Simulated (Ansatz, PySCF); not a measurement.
C2H2 (SMILES C#C) and CH2O (SMILES C=O) are pulled apart as rigid monomers along the line of their centres of mass, from the B3LYP-D3(BJ)/def2-TZVP minimum. Starting geometry (charge 0, multiplicity 1):
```xyz
8

C      0.44855     0.04750    -0.63771
C     -0.22975    -0.02319     0.34726
H      1.04223     0.10927    -1.51686
H     -0.81985    -0.08467     1.23548
C      0.31994     0.05486     3.72837
O     -0.84705    -0.07755     3.47486
H      1.08331     0.13732     2.93259
H      0.68545     0.10058     4.77071
```

Interaction energies with rigid monomers; basis-set methods are counterpoise corrected unless marked otherwise.

Rows in 3-21G carry no dispersion term and start afresh at each structure.

The values were computed with Ansatz (a first-principles code); PySCF for 3-21G rows, the dispersion terms. Each number belongs to the level named beside it.

```tsv
H4···O6 (Å)	B3LYP/3-21G (no counterpoise) (kJ/mol)	B3LYP-D4/def2-TZVPPD (kJ/mol)	PBE0/def2-TZVPPD (kJ/mol)	PBE0-D3(BJ)/def2-TZVPPD (kJ/mol)	wB97X-V/def2-TZVPPD (kJ/mol)
2.02	-28.2	-10.4	-8.3	…	-10.3
2.24	-27.5	-12.8	-10.6	-13.8	-12.9
2.57	-20.9	-11.0	…	-11.7	-11.2
3.13	-8.4	-6.2	-5.5	-7.0	-6.5
4.03	-1.6	-2.5	-2.2	-2.8	-2.6
```

Problem. Fill in the missing entries.

Solution. 
- 2.02, PBE0-D3(BJ)/def2-TZVPPD (kJ/mol): -11.9
- 2.57, PBE0/def2-TZVPPD (kJ/mol): -9.3
